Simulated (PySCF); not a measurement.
FH3NO2Ta, SMILES [OH][Ta]([OH])(=[NH])[F], multiplicity 1. The structure is a stationary point at PBE-D3(BJ)/def2-SVP. The spin state was assumed, not searched. The structure was generated by enumeration; whether it is a known compound was not checked. The def2 effective core potentials stand for the cores of Ta; spin–orbit coupling is left out. Other conformers were not sampled.

The numbers are results of PBE-D3(BJ)/def2-SVP (PySCF), not measurements.

Harmonic wavenumbers (cm⁻¹): 162, 173, 190, 219, 220, 366, 372, 482, 487, 572, 612, 654, 699, 704, 970, 3589, 3789, 3793. Rotational constants (GHz): 3.163, 3.060, 2.764; symmetry number 1.

Work out the zero-point energy and the ideal-gas rigid-rotor harmonic-oscillator thermochemistry at 298.15 K and 1 atm.

ZPE = ½ Σ hcν = ½ × 18052 cm⁻¹ = 107.97 kJ/mol. H − E(el) = 130.35 kJ/mol. Entropy in J/(mol K): translation 177.56, rotation 112.50, vibration 69.72, total 359.77. G − E(el) = 23.09 kJ/mol. Cp = 116.79 J/(mol K).
